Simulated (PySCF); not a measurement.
**AsH₅ + Cl₂ → AsH₃ + 2 HCl**

Level: PBE0 in the def2-TZVP basis family, all electrons, no relativity, computed in PySCF with density fitting; open shells unrestricted.

| species | state and structure | E (Eh) | ZPE (kJ/mol) | H(298 K) − H(0) (kJ/mol) | S° (J/(mol K)) |
| --- | --- | --- | --- | --- | --- |
| AsH₅ | singlet, D3h, As–H 1.529 Å (×3), As–H 1.604 Å (×2) | -2238.47042 | 98.8 | 11.5 | 230.3 |
| Cl₂ | singlet, D∞h, Cl–Cl 1.982 Å | -920.08940 | 3.5 | 9.1 | 222.5 |
| AsH₃ | singlet, C3v, As–H 1.522 Å (×3); H–As–H 92.0° (×3) | -2237.38492 | 57.6 | 10.2 | 222.9 |
| HCl | singlet, C∞v, H–Cl 1.279 Å | -460.66440 | 17.9 | 8.7 | 186.6 |

Task: What is the electronic reaction energy?

Result: At PBE0/def2-TZVP, ΔE = -404.1 kJ/mol from the differences of the total energies times 2625.5, downhill. 

Task: Add zero-point, thermal and entropy terms for 298.15 K and 1 bar.

Result: ΔZPE = -8.9 and Δ[H(298) − H(0)] = 7.0 kJ/mol give ΔH° = -406.0 kJ/mol. ΔS° = 143.3 J/(mol K), so ΔG° = -406.0 − 298.15 × (0.1433) = -449 kJ/mol.

Each species is the lowest minimum found with this bonding; other isomers or fragments can lie lower.
